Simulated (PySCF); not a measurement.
**Argon: a sound run and one with changed settings**

Sound run: Ar²⁺ [Ne] 3s2 3p4, Ar³⁺ [Ne] 3s2 3p3. Calculation: PySCF 2.14, in x2c-TZVPall (5s5p2d1f, 37 functions); scalar relativity by spin-free X2C-1e. The sound run starts from symmetry-adapted Hartree-Fock orbitals and uses a fine grid where one is needed.

Changed run: 26 angular points. This setting is unsound on purpose.

```csv
species,method,sound run (hartree),changed run (hartree),converged
Ar²⁺,UHF,-527.11003,-527.11003,yes
Ar²⁺,r2SCAN,-527.72527,-527.72722,yes
Ar²⁺,PBE,-527.56384,-527.56366,yes
Ar³⁺,UHF,-525.66357,-525.66357,yes
Ar³⁺,r2SCAN,-526.23076,-526.23076,yes
Ar³⁺,PBE,-526.06732,-526.06732,yes
```

Ionisation energy of Ar²⁺:

```
method  sound run (eV)  changed run (eV)
   UHF          39.360            39.360
r2SCAN          40.668            40.721
   PBE          40.722            40.718
```

A coarse angular grid integrates products of high-l functions wrongly, so density functionals can shift, and the SCF can exploit the error; Hartree-Fock and MP2 need no grid.

For comparison, NIST gives 40.735 ± 0.012 eV between the lowest levels.
